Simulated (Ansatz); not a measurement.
Molecular dynamics of ClGeH₃O

input.yaml

```yaml
crystal:
  periodic: [false, false, false]
  atoms:
    - { symbol: Ge, position_ang: [-0.020091, -0.004321, -0.003128] }
    - { symbol: H, position_ang: [0.0262, -0.096958, 1.517358] }
    - { symbol: O, position_ang: [1.586555, -0.052701, -0.692617] }
    - { symbol: H, position_ang: [2.09296, -0.843477, -0.585423] }
    - { symbol: H, position_ang: [-0.691765, 1.24328, -0.546172] }
    - { symbol: Cl, position_ang: [-1.11486, -1.744623, -0.691018] }
basis:
  gaussian: { orbitals: def2-SVP }
hamiltonian:
  xc: hf
md:
  timestep: 0.5
  n_steps: 166
  ensemble: nve
  temperature: 200.0
  initial_velocities: maxwell_boltzmann
  seed: 969530
```

Launched with:

```bash
$ ansatz run input.yaml --threads 1 --pin off --max-ram 2048MiB --backend cpu --events-out ev --progress --plain --runs-dir out
```

It starts from a relaxed structure.

Output, in part (one step line in 6, the closing report, with atoms numbered from 0):

```
md step     0: t =     0.00 fs  T =   200.0 K  F+E_penalty+E_count = -71050.85072425 eV  E_kin = 0.103408 eV  conserved = -71050.74731625 eV  (32 SCF iters)
md step     6: t =     3.00 fs  T =   133.4 K  F+E_penalty+E_count = -71050.81599923 eV  E_kin = 0.068961 eV  conserved = -71050.74703862 eV  (34 SCF iters)
md step    12: t =     6.00 fs  T =   101.4 K  F+E_penalty+E_count = -71050.79953675 eV  E_kin = 0.052435 eV  conserved = -71050.74710147 eV  (26 SCF iters)
md step    18: t =     9.00 fs  T =    63.4 K  F+E_penalty+E_count = -71050.77987132 eV  E_kin = 0.032788 eV  conserved = -71050.74708327 eV  (27 SCF iters)
md step    24: t =    12.00 fs  T =    63.4 K  F+E_penalty+E_count = -71050.77984186 eV  E_kin = 0.032797 eV  conserved = -71050.74704465 eV  (26 SCF iters)
md step    30: t =    15.00 fs  T =   127.4 K  F+E_penalty+E_count = -71050.81310238 eV  E_kin = 0.065869 eV  conserved = -71050.74723322 eV  (35 SCF iters)
md step    36: t =    18.00 fs  T =   109.8 K  F+E_penalty+E_count = -71050.80377592 eV  E_kin = 0.056777 eV  conserved = -71050.74699885 eV  (26 SCF iters)
md step    42: t =    21.00 fs  T =   134.8 K  F+E_penalty+E_count = -71050.81690642 eV  E_kin = 0.069687 eV  conserved = -71050.74721944 eV  (35 SCF iters)
md step    48: t =    24.00 fs  T =    75.2 K  F+E_penalty+E_count = -71050.78592058 eV  E_kin = 0.038875 eV  conserved = -71050.74704549 eV  (26 SCF iters)
md step    54: t =    27.00 fs  T =    73.0 K  F+E_penalty+E_count = -71050.78486587 eV  E_kin = 0.037742 eV  conserved = -71050.74712401 eV  (26 SCF iters)
md step    60: t =    30.00 fs  T =    92.1 K  F+E_penalty+E_count = -71050.79472629 eV  E_kin = 0.047614 eV  conserved = -71050.74711259 eV  (26 SCF iters)
md step    66: t =    33.00 fs  T =    99.3 K  F+E_penalty+E_count = -71050.79836288 eV  E_kin = 0.051361 eV  conserved = -71050.74700177 eV  (25 SCF iters)
md step    72: t =    36.00 fs  T =   156.4 K  F+E_penalty+E_count = -71050.82815750 eV  E_kin = 0.080862 eV  conserved = -71050.74729588 eV  (35 SCF iters)
md step    78: t =    39.00 fs  T =    91.9 K  F+E_penalty+E_count = -71050.79453482 eV  E_kin = 0.047511 eV  conserved = -71050.74702417 eV  (26 SCF iters)
md step    84: t =    42.00 fs  T =    73.2 K  F+E_penalty+E_count = -71050.78499481 eV  E_kin = 0.037837 eV  conserved = -71050.74715814 eV  (27 SCF iters)
md step    90: t =    45.00 fs  T =    34.7 K  F+E_penalty+E_count = -71050.76496663 eV  E_kin = 0.017954 eV  conserved = -71050.74701259 eV  (26 SCF iters)
md step    96: t =    48.00 fs  T =    55.8 K  F+E_penalty+E_count = -71050.77590179 eV  E_kin = 0.028862 eV  conserved = -71050.74703994 eV  (26 SCF iters)
md step   102: t =    51.00 fs  T =   129.6 K  F+E_penalty+E_count = -71050.81425738 eV  E_kin = 0.067006 eV  conserved = -71050.74725092 eV  (35 SCF iters)
md step   108: t =    54.00 fs  T =   123.4 K  F+E_penalty+E_count = -71050.81079802 eV  E_kin = 0.063778 eV  conserved = -71050.74701979 eV  (24 SCF iters)
md step   114: t =    57.00 fs  T =   135.3 K  F+E_penalty+E_count = -71050.81715421 eV  E_kin = 0.069941 eV  conserved = -71050.74721369 eV  (24 SCF iters)
md step   120: t =    60.00 fs  T =    61.2 K  F+E_penalty+E_count = -71050.77864058 eV  E_kin = 0.031639 eV  conserved = -71050.74700152 eV  (26 SCF iters)
md step   126: t =    63.00 fs  T =    62.8 K  F+E_penalty+E_count = -71050.77957608 eV  E_kin = 0.032463 eV  conserved = -71050.74711321 eV  (26 SCF iters)
md step   132: t =    66.00 fs  T =    80.8 K  F+E_penalty+E_count = -71050.78890124 eV  E_kin = 0.041767 eV  conserved = -71050.74713386 eV  (24 SCF iters)
md step   138: t =    69.00 fs  T =    98.6 K  F+E_penalty+E_count = -71050.79799804 eV  E_kin = 0.050970 eV  conserved = -71050.74702771 eV  (24 SCF iters)
md step   144: t =    72.00 fs  T =   145.2 K  F+E_penalty+E_count = -71050.82233397 eV  E_kin = 0.075087 eV  conserved = -71050.74724727 eV  (35 SCF iters)
md step   150: t =    75.00 fs  T =    89.6 K  F+E_penalty+E_count = -71050.79335282 eV  E_kin = 0.046333 eV  conserved = -71050.74701980 eV  (25 SCF iters)
md step   156: t =    78.00 fs  T =    99.9 K  F+E_penalty+E_count = -71050.79881061 eV  E_kin = 0.051631 eV  conserved = -71050.74717970 eV  (26 SCF iters)
md step   162: t =    81.00 fs  T =    73.8 K  F+E_penalty+E_count = -71050.78517734 eV  E_kin = 0.038175 eV  conserved = -71050.74700201 eV  (27 SCF iters)
md step   166: t =    83.00 fs  T =    86.2 K  F+E_penalty+E_count = -71050.79159807 eV  E_kin = 0.044588 eV  conserved = -71050.74701037 eV  (32 SCF iters)
Total energy: -71050.79159807 eV, -2611.0684312728 hartree
Atom 0 at    -0.017300    -0.003709    -0.003462 Å, force     0.317999    -0.948890    -0.195761 eV/Å
Atom 1 at     0.060424    -0.201596     1.492684 Å, force    -0.025759     0.224958     0.256804 eV/Å
Atom 2 at     1.593971    -0.039011    -0.699827 Å, force    -0.127847    -0.252612     0.287282 eV/Å
Atom 3 at     2.097087    -0.779928    -0.391371 Å, force     0.200512     0.112305    -0.195583 eV/Å
Atom 4 at    -0.684390     1.174553    -0.585312 Å, force    -0.422242     0.830218    -0.135096 eV/Å
Atom 5 at    -1.125224    -1.748932    -0.690782 Å, force     0.057338     0.034022    -0.017645 eV/Å
Dipole moment:     0.137881     0.176037     0.395389 e Å
```

The run went to its last step. The conserved energy stayed within 0.067 meV per atom of its start (net change 0.051 meV per atom), so the integration is sound. Over the second half the temperature averaged 0.45 of the 200 K drawn at the start: a run that starts near a minimum puts about half its kinetic energy into the potential. A run of 0.083 ps of so small a system gives no equilibrium averages.

The same pairs are bonded in the first frame and the last. Pairs count as bonded within 1.25 times the sum of covalent radii (0.12 Å more for H–H).

Last frame:

```xyz
6
Properties=species:S:1:pos:R:3
Ge -0.017 -0.004 -0.004
H 0.060 -0.202 1.493
O 1.594 -0.039 -0.700
H 2.097 -0.780 -0.391
H -0.684 1.175 -0.585
Cl -1.125 -1.749 -0.691
```

Run time: 3.2 min on 1 thread of Arm Neoverse V2, on a shared host, peak memory 0.14 GiB.
